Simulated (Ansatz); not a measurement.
Basis-set extrapolation for H₃O₄Si−, SMILES `[O-][Si](O)(O)O` (PBE0-D4/def2-TZVPD geometry, frozen core, Ansatz 0.2.0). Multiplicity 1, RHF reference.

```tsv
	def2-TZVPPD	def2-QZVPPD
HF	-590.516617	-590.539186
MP2 correlation	-1.102624	-1.187247
CCSD(T) correlation	-1.146935	-1.226857
```

Energies in hartree. Use E(X) = E(∞) + A·exp(−7.88·√X) for Hartree–Fock and E(X) = E(∞) + B·X^(−2.97) for correlation, with X = 3 and 4.

Task: What is the CCSD(T) energy at the basis-set limit?

Result: HF limit: -590.539186 + (-0.022569) × 0.13774 = -590.54229. Correlation limit: -1.226857 + (-0.079922) × 0.74074 = -1.28606. Total: -591.82835 hartree, 103.4 kcal/mol below CCSD(T)/def2-TZVPPD.
